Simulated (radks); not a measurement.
The numbers below are computed, except where a source is named.
Problem. Level of theory: scalar-relativistic Kohn-Sham, LDA (Slater exchange, VWN5 correlation), spin-polarised, spherical densities, finite nucleus; open shells are filled with parallel spins first (spin-orbit coupling, left out, can overturn this in heavy ions); Fermi nuclear charge, rms radius of each element as measured or else 0.836 A^(1/3) + 0.57 fm (a radial shooting solver on a logarithmic mesh with Libxc functionals). Response by self-consistent Sternheimer equations with the Hartree and adiabatic LDA kernel, the relativistic mass of each level held fixed and spin-orbit coupling left out. For heavy and open-shell atoms this level of theory can miss by tens of per cent. Estimate the static dipole polarisabilities of Sm3+ ([Xe] 4f5) and Sm+ ([Xe] 4f6 6s1) and the C6 coefficients of the three pairs.

Solution. alpha = 6.351 and 75.04 bohr^3; C6 = 36.59 (Sm3+-Sm3+), 116.1 (Sm3+-Sm+), 661.5 (Sm+-Sm+) hartree bohr^6.
